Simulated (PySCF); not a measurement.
**Exercise with solution: chemical shift, span and skew from a shielding tensor**

C₂H₇ClSSi, SMILES C[Si](C)(S)Cl. Atoms are numbered in the order given.

```xyz
12

C     -1.3880    -0.1689    -1.5515
Si    -0.3518    -0.0372     0.0000
C     -1.3880    -0.1689     1.5515
S      0.8540     1.7583     0.0000
Cl     1.0446    -1.5884     0.0000
H     -2.1138     0.6595    -1.6017
H     -0.7501    -0.1244    -2.4468
H     -1.9465    -1.1190    -1.5633
H     -0.7501    -0.1244     2.4468
H     -1.9465    -1.1190     1.5633
H     -2.1138     0.6595     1.6017
H     -0.2205     2.5843     0.0000
```

Geometry optimised at B3LYP-D3(BJ)/def2-SVP. One conformer was computed; it need not be the lowest.

GIAO shieldings from PySCF with HF/pcSseg-1, non-relativistic, no solvent. The symmetric part of the tensor of C1 has the principal values 175.6, 179.7, 193.3 ppm. The same nucleus in TMS has σ = 192.6 ppm at this level (PySCF, at its B3LYP-D3(BJ)/def2-TZVP geometry). Without spin–orbit terms, shifts of atoms bonded to Cl or Br come out too high.

Work out the isotropic shielding, the ¹³C shift against TMS, the span and the skew.


σ(iso) = (σ11 + σ22 + σ33)/3 = 182.9 ppm. δ = σ(ref) − σ(iso) = 192.6 − (182.9) = 9.7 ppm.
Span Ω = σ33 − σ11 = 17.7 ppm. Skew κ = 3(σ(iso) − σ22)/Ω = 0.54. Tumbling in solution averages the tensor to δ; in a static solid the shielding alone would spread this spin-1/2 line over Ω.
